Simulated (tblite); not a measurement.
Compound: C7H6NS (doublet state).
InChI=1S/C7H6NS/c1-3-4-7-8-6(2)5-9-7/h1-2H3

Structure optimised with GFN2-xTB, isolated species. This method treats the open shell by occupation alone, without spin polarisation.

Masses are those of the commonest isotopes; rigid-rotor values at the optimised geometry. 

Q: What are A, B and C (MHz)?

A: Ia = 153.04, Ib = 663.99, Ic = 810.73 u·Å²; 505379 MHz·u·Å²/I gives A = 3302, B = 761.1, C = 623.4 MHz.

Q: Classify the top.

A: An asymmetric top; Ray's κ = -0.897.

Q: What does the inertial defect say?

A: Not planar: Δ = Ic − Ia − Ib = -6.30 u·Å². For a rigid frame Δ = −2 Σ m c², so Σ m c² = 3.15 u·Å² lies off the ab plane, practically all of it from hydrogen. The atom farthest from that plane is 0.98 Å away.

Q: Give the other two planar moments, Paa and Pbb, and the rms extents of the mass along the axes.

A: Paa = Σ m a² = (Ib + Ic − Ia)/2 = 660.84 and Pbb = Σ m b² = (Ia + Ic − Ib)/2 = 149.88 u·Å². With the mass M = 136.02 u, the rms extents √(P/M) along a, b and c are 2.20, 1.05, 0.15 Å.

Q: Give the coordinates in the principal-axis frame, origin at the centre of mass.

A: The sense of each axis is arbitrary; atoms in the order of the calculation.
| atom | mass (u) | a (Å) | b (Å) | c (Å) |
| --- | --- | --- | --- | --- |
| C1 | 12.000 | -4.224 | 0.534 | 0.000 |
| C2 | 12.000 | -2.795 | 0.364 | 0.000 |
| C3 | 12.000 | -1.595 | 0.244 | 0.000 |
| C4 | 12.000 | -0.217 | 0.042 | 0.000 |
| N5 | 14.003 | 0.678 | 0.984 | 0.000 |
| C6 | 12.000 | 1.962 | 0.546 | 0.000 |
| C7 | 12.000 | 3.087 | 1.517 | 0.000 |
| C8 | 12.000 | 2.018 | -0.805 | 0.000 |
| S9 | 31.972 | 0.481 | -1.569 | 0.000 |
| H10 | 1.008 | -4.514 | 1.268 | -0.752 |
| H11 | 1.008 | -4.558 | 0.880 | 0.978 |
| H12 | 1.008 | -4.708 | -0.417 | -0.224 |
| H13 | 1.008 | 4.037 | 0.992 | 0.002 |
| H14 | 1.008 | 3.024 | 2.150 | -0.883 |
| H15 | 1.008 | 3.023 | 2.155 | 0.880 |

For this open shell read J as N, the rotation without spin; fine and hyperfine splittings come on top. Its GFN2-xTB frequencies are all real (lowest 18 cm⁻¹). These are rigid-rotor constants of the computed structure; measured ground-state constants (B0) also hold zero-point vibration.

Time: 0.27 s wall. Hardware: Arm Neoverse V1, one thread (shared host). That covers the optimisation of the geometry.
